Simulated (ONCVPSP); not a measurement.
## Configuration tests for Ca (Z = 20) (ONCV)

| Property | Result |
| --- | --- |
| Element | calcium (Ca) |
| Generator | ONCVPSP 4.0.1 |
| Type | optimised norm-conserving Vanderbilt (ONCV) |
| Functional | LDA (Perdew-Zunger) |
| Relativity | scalar-relativistic |
| Frozen core | [Ne] |
| Valence charge | 10 |
| Reference configuration | 3s2 3p6 4s2 |
| Partial waves | 3s+4s: rc 1.65 bohr, ncon 4, nbas 9, qcut 6.8 1/bohr, 2 projectors; 3p: rc 1.15 bohr, ncon 5, nbas 9, qcut 8.7 1/bohr, 3 projectors, debl 1.5 Ha; d scattering state at 0.43 Ha: rc 1.40 bohr, ncon 4, nbas 9, qcut 7.3 1/bohr, 1 projector; f scattering state at 0.03 Ha: rc 1.50 bohr, ncon 3, nbas 8, qcut 8 1/bohr, 2 projectors, debl 3.1 Ha |
| Local potential | polynomial inside 1.00 bohr (lpopt 5, dvloc0 3 Ha) |
| Core correction | Teter function, parameters optimised by the program |

In the d channel the program set the typed energies aside and used 0.050 Ha.

Energies are relative to the spin-unpolarised reference configuration 3s2 3p6 4s2; without spin polarisation the order of configurations can differ from experiment.

```json
{"valence configuration": "3s2 3p6 4s1", "charge": "+1", "ΔE all-electron (eV)": "6.463", "error AE − PS (meV)": "-0.3"}
{"valence configuration": "3s2 3p6 4s1.5", "charge": "+0.5", "ΔE all-electron (eV)": "2.567", "error AE − PS (meV)": "-0.1"}
```

(1) What are ΔE and the potential's error for 3s2 3p6 4s0?

(2) What are ΔE and the potential's error for 3s2 3p6 3d1 4s0?

Levels in the configuration 3s2 3p6 4s0:

```json
{"level": "3s", "all-electron (eV)": "-62.068", "pseudo (eV)": "-62.084"}
{"level": "3p", "all-electron (eV)": "-43.116", "pseudo (eV)": "-43.121"}
```

Note: ghosts flagged at negative energy: p at -207.1 eV; GHOST(+) flags only above 600 eV. A true bound ghost makes a file unfit for plane-wave use.

## Answers

(1) ΔE = 18.413 eV all-electron; the error (AE − PS) is -1.6 meV.

(2) ΔE = 7.799 eV all-electron; the error (AE − PS) is -0.9 meV.
